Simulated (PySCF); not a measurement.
Isomers of C3H12O2Si2, one GFN2-xTB conformer each. Single-point energies are computed at PBE0/pcSseg-1 (PySCF, gas phase, no added dispersion term), electronic only.

Problem. Rank them by PBE0/pcSseg-1 energy, lowest first (kJ/mol).
A. `[CH3:1][O:2][Si@H:3]([CH3:4])[O:5][SiH2:6][CH3:7]` with C1–O2–Si3–C4 172°, O2–Si3–O5–Si6 60°, Si3–O5–Si6–C7 -52°
B. `[CH3:1][CH2:2][O:3][Si@@H:4]([SiH3:5])[O:6][CH3:7]` with C1–C2–O3–Si4 174°, C2–O3–Si4–Si5 60°, O3–Si4–O6–C7 -65°

Solution. A (0.0), B (226.1).

As drawn, the lower has an Si–C bond, which the higher lacks; the higher has an Si–Si bond, which the lower lacks. GFN2-xTB itself gives, in the same order: 0.0, 162.4. Both levels put the same isomer lowest.

Problem. Which frontier levels, dipoles and rotational constants go with these structures?

Solution. 
```
              SMILES  HOMO (eV, PBE0/pcSseg-1)  LUMO (eV)  dipole (D)      A, B, C (MHz)
 CO[Si@H](C)O[SiH2]C                     -8.01       0.94        1.19  2182, 1197, 902.4
CCO[Si@@H]([SiH3])OC                     -7.57      -0.13        1.35  1947, 1138, 820.1
```
